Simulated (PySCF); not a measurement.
C10H8S2.

```xyz
20

C      0.0000    -1.3356     2.8223
C      0.0000    -1.2332     1.4748
C      0.0000     0.0000     0.6988
C      0.0000     0.0000    -0.6988
C      0.0000    -1.2332    -1.4748
C      0.0000    -1.3356    -2.8223
S      0.0000     0.0000    -3.9564
C      0.0000     1.3356    -2.8223
C      0.0000     1.2332    -1.4748
C      0.0000     1.2332     1.4748
C      0.0000     1.3356     2.8223
S      0.0000     0.0000     3.9564
H      0.0000    -2.3123     3.3113
H      0.0000    -2.1828     0.9397
H      0.0000    -2.1828    -0.9397
H      0.0000    -2.3123    -3.3113
H      0.0000     2.3123    -3.3113
H      0.0000     2.1828    -0.9397
H      0.0000     2.1828     0.9397
H      0.0000     2.3123     3.3113
```

The structure is a stationary point at B3LYP-D3(BJ)/def2-SVP.

The numbers are results of PBE0/pcSseg-1 run with PySCF, not measurements. Non-relativistic, no solvent.

Computed absolute GIAO shielding of each atom: isotropic value and principal components (ppm):
```tsv
atom	σ(iso)	σ11	σ22	σ33	span
C1	57.4	-38.6	64.0	146.9	185.5
C2	55.8	-53.7	52.3	168.9	222.6
C3	64.3	-8.8	34.7	167.0	175.8
C4	64.3	-8.8	34.7	167.0	175.8
C5	55.8	-53.7	52.3	168.9	222.6
C6	57.4	-38.6	64.0	146.9	185.5
S7	407.2	137.9	491.1	592.6	454.7
C8	57.4	-38.6	64.0	146.9	185.5
C9	55.8	-53.7	52.3	168.9	222.6
C10	55.8	-53.7	52.3	168.9	222.6
C11	57.4	-38.6	64.0	146.9	185.5
S12	407.2	137.9	491.1	592.6	454.7
H13	25.5	22.5	26.7	27.4	4.9
H14	24.8	21.6	22.6	30.3	8.7
H15	24.8	21.6	22.6	30.3	8.7
H16	25.5	22.5	26.7	27.4	4.9
H17	25.5	22.5	26.7	27.4	4.9
H18	24.8	21.6	22.6	30.3	8.7
H19	24.8	21.6	22.6	30.3	8.7
H20	25.5	22.5	26.7	27.4	4.9
```
